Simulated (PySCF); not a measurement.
Computed with PBE-D3(BJ)/def2-TZVP // r2SCAN-D4/def2-SVP in PySCF. Gas-phase values, no solvent. One relaxed conformer stands for a flexible species; it need not be the lowest. 

Reference species: [Hf(H)4] (neutral, multiplicity 1).

- HOMO = -7.12 eV
- LUMO = -3.07 eV
- coordination number = 4
- HOMO–LUMO gap = 4.05 eV

Changed species: [Hf(OH)3(H)] (1 of 4 OH replaced by H; the reference has 4 of 4 OH replaced by H).

Task: What does the change do to the HOMO, LUMO, coordination number and HOMO–LUMO gap?

Result: the HOMO increases by 0.75 eV, to -6.37 eV; the LUMO goes up by 2.51 eV, to -0.56 eV; the coordination number hardly moves; the HOMO–LUMO gap goes up by 1.76 eV, to 5.81 eV.
